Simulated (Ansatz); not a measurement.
Species: C4H11O, net charge 1, singlet state. It need not be the lowest isomer of its formula. 
Structure (B3LYP-D3(BJ)/def2-TZVP (Ansatz, a first-principles code) minimum search):
SMILES: CC(C)C[OH2+]
```xyz
16

C     -1.7035    -0.8216    -0.4261
C     -0.5795     0.0506     0.1620
C     -0.5217     1.4277    -0.4987
C      0.6923    -0.7308    -0.0065
O      1.8607     0.0692     0.6762
H     -2.6547    -0.3086    -0.2930
H     -1.7737    -1.7921     0.0662
H     -1.5578    -0.9807    -1.4959
H     -0.7754     0.1586     1.2366
H     -0.3555     1.3346    -1.5738
H      0.2655     2.0609    -0.0874
H     -1.4681     1.9462    -0.3521
H      0.6990    -1.6991     0.4874
H      1.0461    -0.7896    -1.0326
H      2.7214    -0.3887     0.6659
H      1.6418     0.3499     1.5843
```
Charge +1, spin multiplicity 1.

Basis-set convergence of Hartree-Fock and CCSD correlation energies (hartree) with Ansatz. Correlated levels leave the core frozen unless marked. Spin-orbit coupling is left out. Non-relativistic.

```json
[
 {"basis": "cc-pVDZ", "functions": "125", "E(HF)": "-232.48706", "E(corr, CCSD)": "-0.83092"},
 {"basis": "cc-pVTZ", "functions": "304", "E(HF)": "-232.55783", "E(corr, CCSD)": "-0.99648"},
 {"basis": "cc-pVQZ", "functions": "605", "E(HF)": "-232.57366", "E(corr, CCSD)": "-1.04733"}
]
```

Extrapolating the two largest sets (X = 3 and 4) as X^-3: E(corr) = (64·(-1.04733) - 27·(-0.99648))/37 = -1.0844 Eh, an estimate of the basis-set limit. The largest set recovers 96.6 % of it, the smallest 76.6 %.
